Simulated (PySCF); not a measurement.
# Si2H7NO

Si2H7NO is a small molecule, neutral, singlet. The structure, one conformer, was relaxed in the gas phase by PBE0-D3(BJ)/def2-SVP. No frequency run checks that it is a minimum.

SMILES: N[SiH2]O[SiH3]

```xyz
11

Si    1.909    0.122    0.054
O     0.602   -0.854   -0.233
Si   -1.054   -0.830   -0.032
N    -1.759    0.733   -0.109
H     1.980    1.226   -0.952
H     1.831    0.734    1.418
H     3.147   -0.702   -0.039
H    -1.610   -1.665   -1.129
H    -1.362   -1.382    1.318
H    -1.790    1.350    0.693
H    -1.861    1.239   -0.980
```
Atoms count from 1 in this order.

Shieldings: GIAO PBE0/pcSseg-2. Shifts are against computed references at the same level: H TMS (σ 31.24 ppm), Si TMS (σ 341.3 ppm). Core levels by delta-SCF with SCAN, pcX-2 on the ionised atom and pcseg-1 elsewhere, spin-free X2C (2p3/2 is the spin-free 2p value less a third of a first-order spin-orbit splitting); from the vacuum level, for chosen atoms.

Give the NMR and core-level values of the distinct atoms.


```
   atoms        bonded to  σ (ppm)  δ (ppm)  core level (eV)
     Si1        1 O + 3 H    387.5    -46.2     2p3/2 107.44
      O2             2 Si    270.0        -        1s 537.61
     Si3  1 N + 1 O + 2 H    379.6    -38.3     2p3/2 107.50
      N4       1 Si + 2 H    227.3        -        1s 404.90
H5 H6 H7             1 Si    26.22     5.02                -
      H8             1 Si    26.41     4.83                -
      H9             1 Si    26.40     4.85                -
     H10              1 N    29.76     1.48                -
     H11              1 N    29.88     1.37                -
```

Values are those of this one static structure, with the three H of a rotating XH3 group averaged; atoms that internal rotation interchanges would show their mean in an NMR spectrum.

By CAM-B3LYP/def2-SVPD (TDDFT singlets, Tamm-Dancoff triplets, ionisation by delta-SCF), where does absorption start, and what does vertical ionisation take?

The lowest singlet lies at 6.76 eV (f 0.059), the lowest triplet at 6.34 eV; vertical ionisation takes 10.25 eV.
